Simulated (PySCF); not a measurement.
C3H8FNSi.
Structure used (PBE0-D3(BJ)/def2-SVP), in Å, numbered top down from 1:
```xyz
14
C3H8FNSi angstrom
F     -1.1619    0.3648    1.5147
C     -1.1547    0.3281    0.1298
C     -0.5759   -1.0099   -0.3159
N      0.8640   -0.9105   -0.2151
Si     1.4728    0.7103   -0.1320
C     -0.2533    1.4549   -0.3599
H     -2.2011    0.4379   -0.2041
H     -0.9900   -1.7937    0.3421
H     -0.9285   -1.2293   -1.3454
H      1.3894   -1.7727   -0.2330
H      2.4209    1.0748   -1.2343
H      2.1508    1.0686    1.1538
H     -0.4235    1.6409   -1.4332
H     -0.4701    2.3834    0.1863
```

Theory: PBE0-D3(BJ)/def2-SVP geometry optimisation, gas phase in PySCF 2.14.0.

Take the most abundant isotopes and a rigid rotor. The values belong to one conformer with, in the numbering `[F:1][C@@H:2]1[CH2:3][NH:4][SiH2:5][CH2:6]1`, F1–C2–C3–N4 -80°, C2–C3–N4–Si5 -18°, C3–N4–Si5–C6 -4°, N4–Si5–C6–C2 24°.

Task: What are A, B and C (cm⁻¹)?

Result: Ia = 116.59, Ib = 188.81, Ic = 234.04 u·Å²; 505379 MHz·u·Å²/I gives 4335, 2677 and 2159 MHz, that is A = 0.14459, B = 0.08928, C = 0.07203 cm⁻¹.

Task: What kind of rotor is it?

Result: An asymmetric top. Ray's parameter κ = (2B − A − C)/(A − C) = -0.524; −1 is the prolate and +1 the oblate limit.

Task: What does the inertial defect say?

Result: Not planar: Δ = Ic − Ia − Ib = -71.36 u·Å². For a rigid frame Δ = −2 Σ m c², so Σ m c² = 35.68 u·Å² lies off the ab plane: 10.33 from hydrogen and 25.35 from heavier atoms. The atom farthest from that plane is 1.85 Å away.

Task: Where do the levels up to J = 5 lie, in MHz?

Result: Above 0(0,0):
J = 1: 1(0,1) 4836, 1(1,1) 6494, 1(1,0) 7011
J = 2: 2(0,2) 14405, 2(1,2) 15649, 2(1,1) 17201, 2(2,1) 22175, 2(2,0) 22278
J = 3: 3(0,3) 28525, 3(1,3) 29322, 3(1,2) 32413, 3(2,2) 36683, 3(2,1) 37175, 3(3,1) 46326, 3(3,0) 46339
J = 4: 4(0,4) 47016, 4(1,4) 47459, 4(1,3) 52542, 4(2,3) 55947, 4(2,2) 57290, 4(3,2) 65844, 4(3,1) 65934, 4(4,1) 79110, 4(4,0) 79111
J = 5: 5(0,5) 69788, 5(1,5) 70009, 5(1,4) 77424, 5(2,4) 79898, 5(2,3) 82639, 5(3,3) 90263, 5(3,2) 90607, 5(4,2) 103519, 5(4,1) 103531, 5(5,1) 120558, 5(5,0) 120558

Task: Predict some low-J microwave lines.

Result: The dipole components are |μa| = 0.25 D, |μb| = 1.08 D, |μc| = 1.53 D. Intensities carry the squares of the components, which stand as 0.03 : 0.49 : 1.00 (a : b : c). Some lines, for components of 0.1 D or more:

```csv
type,branch,"J(Ka,Kc)",MHz,lower level (cm⁻¹)
a,Q,"3(2,1) ← 3(2,2)",492,1.224
c,Q,"3(1,3) ← 3(0,3)",798,0.951
a,Q,"2(1,1) ← 2(1,2)",1552,0.522
b,Q,"1(1,0) ← 1(0,1)",2175,0.161
b,Q,"2(1,1) ← 2(0,2)",2796,0.480
a,Q,"3(1,2) ← 3(1,3)",3090,0.978
b,Q,"3(2,1) ← 3(1,2)",4763,1.081
b,R,"2(0,2) ← 1(1,1)",7911,0.217
b,Q,"3(3,0) ← 3(2,1)",9164,1.240
a,R,"2(0,2) ← 1(0,1)",9569,0.161
b,Q,"3(3,1) ← 3(2,2)",9643,1.224
c,R,"2(1,1) ← 1(0,1)",12365,0.161
a,R,"3(1,3) ← 2(1,2)",13673,0.522
a,R,"3(0,3) ← 2(0,2)",14120,0.480
a,R,"3(2,2) ← 2(2,1)",14508,0.740
a,R,"3(2,1) ← 2(2,0)",14897,0.743
b,R,"3(1,3) ← 2(0,2)",14917,0.480
b,R,"2(2,1) ← 1(1,0)",15164,0.234
b,R,"3(2,2) ← 2(1,1)",19483,0.574
b,R,"3(2,1) ← 2(1,2)",21526,0.522
b,R,"3(3,1) ← 2(2,0)",24048,0.743
c,R,"3(3,0) ← 2(2,0)",24061,0.743
b,R,"3(3,0) ← 2(2,1)",24164,0.740
```

No PBE0-D3(BJ)/def2-SVP frequencies stand behind this structure, so it isn't proved a minimum. These are rigid-rotor constants of the computed structure; measured ground-state constants (B0) also hold zero-point vibration. Quadrupole hyperfine structure (14N) is left out.
